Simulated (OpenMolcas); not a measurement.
An OpenMolcas run meant for Pd4+ (ANO-R1, X2C; inactive shells 1s 2s 2p 3s 3p 3d 4s 4p; intended active space 6 electrons in 5 orbitals (4d)). One step of its input:

```
&CASPT2
Multistate=5 1 2 3 4 5
Frozen=8 6
IPEA=0.25
Shift=1.5
MaxIter=60
WThr=0.0 0.3 0.05
PrWF=0.5
NoMix
```

The run finished. Its levels beside those of a sound run (MS-CASPT2, IPEA 0.25 Eh, imaginary shift 0.1 Eh (closed shells correlated: 4s 4p)), in cm⁻¹ above each run's lowest level:

```
     Level  This run  Usual run
   4d⁶ ⁵D₄       0.0        0.0
   4d⁶ ⁵D₃      2192       2195
   4d⁶ ⁵D₂      3313       3309
   4d⁶ ⁵D₁      4114       4110
   4d⁶ ⁵D₀      4485       4480
4d⁶ ³P₂(1)     19819      19562
   4d⁶ ³H₆     21298      21247
   4d⁶ ³H₅     21671      21604
4d⁶ ³F₃(1)     23598      23426
4d⁶ ³F₂(1)     24351      24176
4d⁶ ³P₁(1)     25881      25626
4d⁶ ³P₀(1)     26668      26400
   4d⁶ ³G₅     27137      27030
   4d⁶ ³G₄     28661      28526
```

Q: Which setting is unsound, and how much does it matter here?

A: The level shift is far above the usual 0.1 to 0.3 hartree and damps the second-order energy. Against the sound run the excited levels shown move by 120 cm-1 on average and by 270 cm-1 at most.

CASPT2 breaks the degeneracy within a term, and the mean is taken; among the terms shown or strongly mixed into the levels shown the widest spread is 270 cm-1 (4d⁶ ³G, the sound run). Some high roots are left out of the spin-orbit mixing, which shifts the levels that they would mix with. The basis is small and was not contracted for so high a charge. The CASPT2 spread within a term exceeds the gap to the next term for 4d⁶ ³P(1) and 4d⁶ ³H, so the order of their levels is uncertain (figures for the sound run; the like holds for this run). Levels of configurations outside the active space are missing.

A number in round brackets counts repeated terms of one configuration in the order of the reference energies.
